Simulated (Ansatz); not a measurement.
A short molecular-dynamics run on `[SeH]CCCCc1ccc(-c2ccc(-c3cccs3)s2)s1`.

```yaml
crystal:
  periodic: [false, false, false]
  atoms:
    - {symbol: Se, position_ang: [5.874066, 1.738873, 1.119545]}
    - {symbol: C, position_ang: [6.366167, 0.262963, -0.094198]}
    - {symbol: C, position_ang: [5.656776, -1.062761, 0.163909]}
    - {symbol: C, position_ang: [4.129629, -1.018596, 0.176007]}
    - {symbol: C, position_ang: [3.515931, -0.470556, -1.118959]}
    - {symbol: C, position_ang: [2.021873, -0.526656, -1.144771]}
    - {symbol: C, position_ang: [1.196019, -1.266225, -1.965055]}
    - {symbol: C, position_ang: [-0.185077, -1.088372, -1.693119]}
    - {symbol: C, position_ang: [-0.428365, -0.206063, -0.651836]}
    - {symbol: C, position_ang: [-1.685424, 0.224545, -0.093900]}
    - {symbol: C, position_ang: [-1.928857, 1.153789, 0.909771]}
    - {symbol: C, position_ang: [-3.298682, 1.318486, 1.206486]}
    - {symbol: C, position_ang: [-4.132324, 0.521856, 0.432674]}
    - {symbol: C, position_ang: [-5.573597, 0.446522, 0.465370]}
    - {symbol: C, position_ang: [-6.463010, 1.321316, 1.076284]}
    - {symbol: C, position_ang: [-7.819300, 0.935973, 0.922504]}
    - {symbol: C, position_ang: [-7.966820, -0.223347, 0.194534]}
    - {symbol: S, position_ang: [-6.442102, -0.860284, -0.297280]}
    - {symbol: S, position_ang: [-3.189948, -0.439404, -0.678147]}
    - {symbol: S, position_ang: [1.080326, 0.398291, -0.011223]}
    - {symbol: H, position_ang: [6.304262, 1.035372, 2.339298]}
    - {symbol: H, position_ang: [6.130973, 0.664848, -1.092378]}
    - {symbol: H, position_ang: [7.458033, 0.137416, -0.048838]}
    - {symbol: H, position_ang: [6.009237, -1.478142, 1.124663]}
    - {symbol: H, position_ang: [5.998199, -1.772435, -0.614845]}
    - {symbol: H, position_ang: [3.787074, -0.399400, 1.023413]}
    - {symbol: H, position_ang: [3.741436, -2.035694, 0.355036]}
    - {symbol: H, position_ang: [3.888800, -1.045505, -1.985056]}
    - {symbol: H, position_ang: [3.847296, 0.573690, -1.267911]}
    - {symbol: H, position_ang: [1.584398, -1.919321, -2.750302]}
    - {symbol: H, position_ang: [-0.987210, -1.585470, -2.243514]}
    - {symbol: H, position_ang: [-1.125404, 1.693765, 1.416689]}
    - {symbol: H, position_ang: [-3.677458, 1.989399, 1.979909]}
    - {symbol: H, position_ang: [-6.138509, 2.222453, 1.599992]}
    - {symbol: H, position_ang: [-8.662956, 1.499353, 1.327012]}
    - {symbol: H, position_ang: [-8.885451, -0.740699, -0.081784]}
basis:
  gaussian: {orbitals: "6-31G*"}
hamiltonian: {xc: {name: PBE}, dispersion: d3bj}
md: {timestep: 0.5 fs, n_steps: 15, ensemble: nve, temperature: 1500, initial_velocities: maxwell_boltzmann, seed: 538}
scf: {omitted_lower_state_checks: [starts]}
```

```sh
$ ansatz run in.yaml --threads 2 --pin off --events-out ev --progress --plain --max-ram 22528MiB --backend cuda --devices 0, --max-vram 18GiB
```

```
step  time (fs)  potential energy (eV)  kinetic (eV)  T (K)  conserved (eV)
   0        0.0           -114654.8234        6.5923   1500    -114648.2312
   1        0.5           -114654.7163        6.4868   1476    -114648.2294
   2        1.0           -114654.4263        6.2009   1411    -114648.2254
   3        1.5           -114654.0161        5.7958   1319    -114648.2202
   4        2.0           -114653.5659        5.3502   1217    -114648.2157
   5        2.5           -114653.1459        4.9324   1122    -114648.2135
   6        3.0           -114652.7908        4.5769   1041    -114648.2139
   7        3.5           -114652.4962        4.2806    974    -114648.2157
   8        4.0           -114652.2361        4.0188    914    -114648.2173
   9        4.5           -114651.9845        3.7665    857    -114648.2181
  10        5.0           -114651.7269        3.5088    798    -114648.2182
  11        5.5           -114651.4595        3.2414    738    -114648.2180
  12        6.0           -114651.1840        2.9663    675    -114648.2177
  13        6.5           -114650.9064        2.6892    612    -114648.2171
  14        7.0           -114650.6386        2.4227    551    -114648.2159
  15        7.5           -114650.4044        2.1907    498    -114648.2137
```

Velocities are drawn at the set temperature; a run this short doesn't reach equilibrium.

The 6-31G sets use Cartesian d functions.

Frames (Å, forces in eV/Å):

```xyz
36
time=0.0 fs
Se    5.874    1.739    1.120   -0.191    0.421   -0.184
C     6.366    0.263   -0.094    0.159   -0.069   -0.146
C     5.657   -1.063    0.164    0.064   -0.099    0.042
C     4.130   -1.019    0.176   -0.078   -0.051    0.124
C     3.516   -0.471   -1.119    0.011    0.064   -0.135
C     2.022   -0.527   -1.145    0.116   -0.058   -0.051
C     1.196   -1.266   -1.965    0.017   -0.112   -0.125
C    -0.185   -1.088   -1.693   -0.085   -0.090   -0.101
C    -0.428   -0.206   -0.652   -0.210    0.014    0.032
C    -1.685    0.225   -0.094    0.225   -0.006   -0.020
C    -1.929    1.154    0.910    0.116    0.084    0.074
C    -3.299    1.318    1.206   -0.039    0.111    0.133
C    -4.132    0.522    0.433   -0.194    0.061    0.066
C    -5.574    0.447    0.465    0.191    0.101    0.062
C    -6.463    1.321    1.076    0.032    0.123    0.071
C    -7.819    0.936    0.923   -0.144    0.097    0.074
C    -7.967   -0.223    0.195   -0.304   -0.046   -0.017
S    -6.442   -0.860   -0.297    0.083   -0.326   -0.196
S    -3.190   -0.439   -0.678   -0.083   -0.238   -0.267
S     1.080    0.398   -0.011    0.098    0.261    0.290
H     6.304    1.035    2.339    0.127   -0.217    0.345
H     6.131    0.665   -1.092   -0.025    0.014   -0.040
H     7.458    0.137   -0.049    0.030    0.007    0.001
H     6.009   -1.478    1.125    0.015   -0.016    0.052
H     5.998   -1.772   -0.615    0.014   -0.036   -0.053
H     3.787   -0.399    1.023    0.001    0.031    0.029
H     3.741   -2.036    0.355   -0.024   -0.050    0.000
H     3.889   -1.046   -1.985    0.039   -0.034   -0.051
H     3.847    0.574   -1.268    0.038    0.040   -0.010
H     1.584   -1.919   -2.750    0.006   -0.017   -0.019
H    -0.987   -1.585   -2.244   -0.008   -0.019   -0.023
H    -1.125    1.694    1.417   -0.001    0.013    0.010
H    -3.677    1.989    1.980   -0.010    0.009    0.016
H    -6.139    2.222    1.600    0.012    0.016    0.006
H    -8.663    1.499    1.327   -0.009    0.009    0.007
H    -8.885   -0.741   -0.082    0.011    0.010    0.004
36
time=1.5 fs
Se    5.870    1.747    1.127   -0.118    0.200   -0.501
C     6.375    0.245   -0.096    1.426   -0.503    1.544
C     5.652   -1.093    0.158    0.024    0.959   -0.209
C     4.126   -1.031    0.183   -1.117    0.512    1.350
C     3.526   -0.501   -1.154   -1.372    2.582    3.269
C     2.000   -0.524   -1.155    1.948    0.231    0.271
C     1.210   -1.280   -1.964    0.269   -0.463   -1.099
C    -0.167   -1.103   -1.711   -0.525    0.143    0.450
C    -0.425   -0.221   -0.670   -0.368    0.614    0.609
C    -1.686    0.243   -0.079    0.749   -1.550   -1.517
C    -1.925    1.142    0.915   -0.785    0.255   -0.033
C    -3.302    1.312    1.193    0.243    0.243    0.226
C    -4.138    0.508    0.435   -0.006    0.380    0.248
C    -5.575    0.455    0.483    0.400   -0.644   -0.508
C    -6.459    1.317    1.084   -0.385    1.100    0.598
C    -7.810    0.944    0.918   -0.901   -0.389    0.047
C    -7.926   -0.222    0.206   -2.930   -1.049   -0.540
S    -6.465   -0.856   -0.297    1.609   -0.491   -0.313
S    -3.193   -0.436   -0.675    0.089   -0.414   -0.334
S     1.089    0.415   -0.015   -0.217   -0.104   -0.063
H     6.285    1.089    2.370    0.191   -0.321    0.428
H     6.149    0.660   -1.029   -0.638    0.793   -1.950
H     7.517    0.162   -0.102   -1.242   -0.168    0.278
H     6.073   -1.450    1.092   -0.033   -0.692    0.463
H     5.921   -1.752   -0.666    0.477   -0.543   -0.262
H     3.803   -0.330    1.102    0.379   -1.327   -1.857
H     3.658   -2.048    0.342    0.578    0.622    0.214
H     3.921   -0.960   -1.981    0.971   -1.783   -2.391
H     3.874    0.557   -1.228   -0.233   -0.099   -0.113
H     1.684   -1.860   -2.787   -0.573    0.088    0.477
H    -0.979   -1.615   -2.204   -0.267   -0.262   -0.405
H    -1.123    1.698    1.335    0.702    0.660    0.731
H    -3.654    2.033    1.922   -0.242    0.096    0.268
H    -6.180    2.234    1.614    0.211   -0.126   -0.063
H    -8.741    1.392    1.281    0.428    0.460    0.220
H    -8.875   -0.800   -0.076    1.261    0.990    0.467
36
time=3.0 fs
Se    5.865    1.754    1.133    0.025   -0.121   -0.530
C     6.386    0.226   -0.096    1.587   -0.266    1.620
C     5.648   -1.122    0.151    0.231    1.336   -0.388
C     4.121   -1.042    0.192   -1.451    0.582    1.413
C     3.534   -0.527   -1.183   -1.663    3.383    4.254
C     1.981   -0.522   -1.164    3.412    0.453    0.518
C     1.224   -1.296   -1.965    0.452   -0.615   -1.814
C    -0.150   -1.117   -1.728   -1.159    0.195    0.753
C    -0.423   -0.236   -0.687   -0.425    1.105    1.048
C    -1.685    0.260   -0.067    1.110   -2.965   -2.879
C    -1.922    1.132    0.920   -0.873    0.942    0.391
C    -3.304    1.306    1.180    0.362    0.591    0.546
C    -4.144    0.494    0.437    0.179    0.668    0.400
C    -5.576    0.463    0.500    0.576   -1.264   -1.000
C    -6.457    1.315    1.092   -0.764    1.844    0.997
C    -7.803    0.952    0.913   -1.878   -0.735    0.111
C    -7.890   -0.222    0.217   -4.694   -1.220   -0.547
S    -6.486   -0.851   -0.297    3.334   -0.823   -0.568
S    -3.196   -0.432   -0.671    0.244   -0.604   -0.416
S     1.097    0.431   -0.018   -0.484   -0.434   -0.382
H     6.270    1.136    2.409    0.166   -0.283    0.273
H     6.154    0.671   -1.006   -0.843    0.934   -2.246
H     7.550    0.183   -0.149   -1.713   -0.386    0.543
H     6.136   -1.436    1.069   -0.237   -1.088    0.391
H     5.853   -1.743   -0.723    0.724   -0.622   -0.045
H     3.827   -0.288    1.143    0.323   -1.791   -2.475
H     3.586   -2.047    0.333    1.013    0.887    0.414
H     3.973   -0.910   -2.025    0.936   -1.903   -2.433
H     3.896    0.538   -1.191   -0.440   -0.187   -0.248
H     1.772   -1.800   -2.814   -1.059    0.015    0.799
H    -0.977   -1.650   -2.172   -0.222   -0.297   -0.541
H    -1.107    1.715    1.269    0.636    0.768    0.935
H    -3.636    2.077    1.869   -0.340   -0.029    0.280
H    -6.216    2.243    1.626    0.402   -0.201   -0.088
H    -8.810    1.295    1.239    1.086    0.767    0.320
H    -8.840   -0.840   -0.061    1.446    1.366    0.594
36
time=4.5 fs
Se    5.861    1.762    1.140    0.208   -0.481   -0.362
C     6.400    0.207   -0.092    0.475    0.838   -0.112
C     5.644   -1.149    0.143    0.663    1.171   -0.539
C     4.113   -1.053    0.204   -1.190    0.613    0.857
C     3.539   -0.547   -1.204   -0.541    2.777    2.509
C     1.969   -0.518   -1.173    4.309    0.524    0.628
C     1.239   -1.312   -1.969    0.395   -0.385   -1.914
C    -0.136   -1.131   -1.743   -1.863    0.052    0.856
C    -0.421   -0.248   -0.702   -0.397    1.415    1.298
C    -1.683    0.270   -0.060    1.281   -3.929   -3.779
C    -1.921    1.123    0.925   -0.101    1.994    0.930
C    -3.306    1.301    1.169    0.354    1.097    0.976
C    -4.149    0.482    0.440    0.362    0.899    0.499
C    -5.575    0.468    0.516    0.585   -1.642   -1.327
C    -6.455    1.316    1.102   -1.051    2.121    1.116
C    -7.799    0.958    0.909   -2.476   -1.063    0.146
C    -7.862   -0.224    0.228   -5.556   -0.610   -0.139
S    -6.505   -0.847   -0.297    5.079   -1.231   -0.903
S    -3.198   -0.429   -0.668    0.375   -0.796   -0.511
S     1.104    0.447   -0.022   -0.689   -0.726   -0.670
H     6.259    1.177    2.453    0.085   -0.166   -0.047
H     6.142    0.700   -1.027   -0.473    0.091   -0.607
H     7.548    0.196   -0.185   -1.381   -0.559    0.706
H     6.193   -1.445    1.054   -0.634   -1.187   -0.066
H     5.801   -1.747   -0.779    0.819   -0.373    0.531
H     3.857   -0.284    1.132    0.084   -1.680   -2.333
H     3.536   -2.028    0.334    1.136    0.654    0.578
H     4.042   -0.899   -2.117   -0.432   -0.865    0.083
H     3.909    0.515   -1.159   -0.499   -0.137   -0.428
H     1.838   -1.740   -2.824   -1.247   -0.287    0.719
H    -0.978   -1.692   -2.152    0.123   -0.094   -0.470
H    -1.078    1.748    1.222   -0.216    0.234    0.771
H    -3.625    2.121    1.822   -0.331   -0.332    0.145
H    -6.244    2.248    1.636    0.568   -0.140   -0.035
H    -8.856    1.214    1.204    1.495    1.087    0.449
H    -8.775   -0.851   -0.034    0.681    1.115    0.443
36
time=6.0 fs
Se    5.856    1.770    1.147    0.380   -0.799   -0.167
C     6.414    0.190   -0.089   -1.451    1.737   -1.475
C     5.641   -1.173    0.135    1.043    0.921   -0.640
C     4.104   -1.062    0.218   -0.306    0.413   -0.490
C     3.542   -0.562   -1.222    0.230    2.231    1.293
C     1.964   -0.514   -1.180    4.619    0.381    0.546
C     1.254   -1.328   -1.976    0.001    0.231   -1.292
C    -0.124   -1.145   -1.757   -2.276   -0.108    0.926
C    -0.420   -0.258   -0.714   -0.297    1.515    1.346
C    -1.678    0.274   -0.060    1.227   -4.194   -3.940
C    -1.920    1.117    0.932    0.688    2.613    0.947
C    -3.308    1.298    1.158    0.348    1.517    1.292
C    -4.154    0.471    0.444    0.558    1.066    0.540
C    -5.574    0.471    0.528    0.344   -1.716   -1.442
C    -6.456    1.320    1.115   -1.194    1.876    0.912
C    -7.800    0.962    0.905   -2.327   -1.280    0.163
C    -7.844   -0.227    0.237   -5.191    0.698    0.530
S    -6.521   -0.844   -0.298    6.548   -1.578   -1.211
S    -3.201   -0.426   -0.666    0.482   -0.972   -0.603
S     1.112    0.463   -0.026   -0.828   -0.987   -0.932
H     6.249    1.214    2.497    0.001   -0.059   -0.382
H     6.120    0.731   -1.062   -0.010   -0.756    0.894
H     7.517    0.197   -0.205   -0.235   -0.628    0.698
H     6.237   -1.479    1.037   -1.007   -1.093   -0.490
H     5.766   -1.759   -0.825    0.846   -0.105    1.029
H     3.889   -0.315    1.072   -0.332   -0.809   -1.303
H     3.509   -1.996    0.346    0.890   -0.034    0.686
H     4.103   -0.908   -2.209   -1.446   -0.201    1.894
H     3.912    0.489   -1.136   -0.392    0.076   -0.599
H     1.877   -1.686   -2.820   -1.044   -0.734    0.193
H    -0.977   -1.735   -2.142    0.469    0.173   -0.353
H    -1.054    1.785    1.191   -1.006   -0.364    0.622
H    -3.621    2.158    1.778   -0.298   -0.600    0.056
H    -6.260    2.250    1.646    0.673    0.031    0.078
H    -8.870    1.157    1.179    1.354    1.408    0.647
H    -8.696   -0.839    0.003   -1.063    0.130    0.031
36
time=7.5 fs
Se    5.852    1.777    1.154    0.501   -1.020   -0.062
C     6.426    0.175   -0.088   -3.554    1.991   -1.771
C     5.640   -1.196    0.125    1.169    0.836   -0.604
C     4.093   -1.070    0.230    1.112   -0.775   -3.117
C     3.547   -0.572   -1.236    0.346    1.784    1.046
C     1.967   -0.509   -1.187    4.433    0.048    0.286
C     1.270   -1.345   -1.986   -0.665    1.070   -0.154
C    -0.117   -1.159   -1.770   -2.165   -0.117    1.062
C    -0.420   -0.265   -0.724   -0.133    1.423    1.214
C    -1.670    0.271   -0.067    0.939   -3.755   -3.338
C    -1.917    1.116    0.941    0.997    2.411    0.310
C    -3.308    1.298    1.151    0.434    1.642    1.362
C    -4.157    0.463    0.449    0.764    1.169    0.527
C    -5.572    0.470    0.539   -0.115   -1.504   -1.353
C    -6.458    1.328    1.128   -1.146    1.272    0.473
C    -7.804    0.964    0.901   -1.415   -1.230    0.235
C    -7.836   -0.229    0.248   -4.129    1.992    1.052
S    -6.533   -0.842   -0.300    7.415   -1.751   -1.381
S    -3.203   -0.424   -0.663    0.566   -1.120   -0.680
S     1.118    0.477   -0.030   -0.901   -1.228   -1.176
H     6.239    1.250    2.532   -0.050   -0.011   -0.613
H     6.098    0.747   -1.078    0.292   -1.152    1.519
H     7.482    0.184   -0.211    1.356   -0.591    0.537
H     6.259   -1.537    1.011   -1.169   -0.893   -0.636
H     5.750   -1.774   -0.849    0.819    0.016    1.147
H     3.913   -0.361    0.987   -0.957    1.359    1.049
H     3.502   -1.965    0.374    0.370   -0.935    0.731
H     4.134   -0.922   -2.261   -1.799    0.043    2.536
H     3.906    0.465   -1.126   -0.166    0.409   -0.681
H     1.894   -1.648   -2.812   -0.540   -1.175   -0.600
H    -0.966   -1.774   -2.139    0.570    0.327   -0.296
H    -1.051    1.816    1.175   -1.263   -0.635    0.593
H    -3.624    2.182    1.736   -0.296   -0.649    0.123
H    -6.261    2.252    1.658    0.683    0.180    0.174
H    -8.857    1.129    1.169    0.638    1.662    0.890
H    -8.641   -0.825    0.040   -2.942   -1.093   -0.404
```

Run time 48 s (2 threads of AMD EPYC 7R13 on a shared host and a share (18 GiB) of an NVIDIA H100 80GB HBM3).
